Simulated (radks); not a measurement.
Results of a calculation; reference values are marked as such.
Task: These are the eigenvalues of the occupied orbitals of an atom or ion with whole-number occupations (hartree). Code: a radial shooting solver on a logarithmic mesh with Libxc functionals. Model: scalar-relativistic Kohn-Sham, BLYP, spin-polarised, spherical densities, point nucleus.

| orbital | eigenvalue |
|---|---|
| 1s up | -975.2668 |
| 1s down | -975.2658 |
| 2s up | -145.0431 |
| 2s down | -145.0428 |
| 2p up | -130.1882 |
| 2p down | -130.1878 |
| 3s up | -27.26563 |
| 3s down | -27.26478 |
| 3p up | -22.39391 |
| 3p down | -22.39305 |
| 3d up | -14.76593 |
| 3d down | -14.76524 |
| 4s up | -4.19020 |
| 4s down | -4.18886 |
| 4p up | -2.75904 |
| 4p down | -2.75709 |
| 4d up | -0.72990 |
| 4d down | -0.72244 |
| 5s up | -0.47370 |
| 7f up | -0.00999 |

Which element is it, and in what charge state? The configuration may be excited. Open shells, if any, are filled with parallel spins first.

Result: Z = 48, cadmium, charge 0: Cd in [Kr] 4d10 5s1 7f1. The list shows which subshells hold electrons but not how many an open one holds; the 1s level, -975.27 hartree, gives Z - s = 44.2 by -(Z - s)^2/2, which with screening and relativity narrows Z to a few neighbours, and the depths of the outer levels then fix element, charge and occupations together.
